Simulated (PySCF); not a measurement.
CaCl, SMILES [Cl][Ca], multiplicity 2.

The structure is a stationary point at B3LYP-D3(BJ)/def2-TZVPD. The spin state was assumed, not searched.

Calculation: B3LYP-D3(BJ)/def2-TZVPD (PySCF).

Frequencies are harmonic and unscaled.

```
mode  ν (cm⁻¹)  IR (km/mol)  moving atoms (share of kinetic energy)
----  --------  -----------  --------------------------------------
1          361         58.5                        Cl 53 %, Ca 47 %
```
